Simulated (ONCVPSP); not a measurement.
## bromine (Br), ONCV: configuration errors across variants

ONCVPSP 4.0.1 input, shortened (lines: element, Z, core and valence counts, functional; n l f; lmax; l rc ep ncon nbas qcut; lloc lpopt rc5 dvloc0; l nproj debl; icmod fcfact rcfact), PBE, scalar-relativistic:

```
  Br 35.00    6    2        4      upf
    1    0    2.00
    2    0    2.00
    2    1    6.00
    3    0    2.00
    3    1    6.00
    3    2   10.00
    4    0    2.00
    4    1    5.00
    1
    0    1.40    0.00    4    8    3.60
    1    1.25    0.00    5    8    6.80
    4    1    0.95    0.00
    0    1    3.90
    1    2    3.80
    2    0.20    1.20
```

All-electron excitation energies from the reference (eV): (1) 4s2 4p4 12.554; (2) 4s2 4p3 35.315; (3) 4s2 4p2 69.297.

3 further variants failed, have other tests or another functional or relativity, and are left out.

A true bound ghost makes a file unfit for plane-wave use even where its test errors are small: the radial tests pick states by their node count and pass the ghost by.

Errors AE − PS in meV (a dash: test not solved or not reliable):

| change | (1) | (2) | (3) | bound ghosts | GHOST(+) flags above zero |
| --- | --- | --- | --- | --- | --- |
| base | -6.6 | -37 | -115 | s, p | none |
| s: ncon 3, nbas 7 | -7.4 | -41 | -127 | s, p | none |
| core correction Teter function fitted to the true core (icmod 2), fcfact 0.34 | -6.4 | -34 | -104 | s, p | none |

Problem. Give the same row for: p: qcut 7.2.

Solution. -6.7, -37, -115; bound ghosts: s, p; GHOST(+) flags above zero: none.
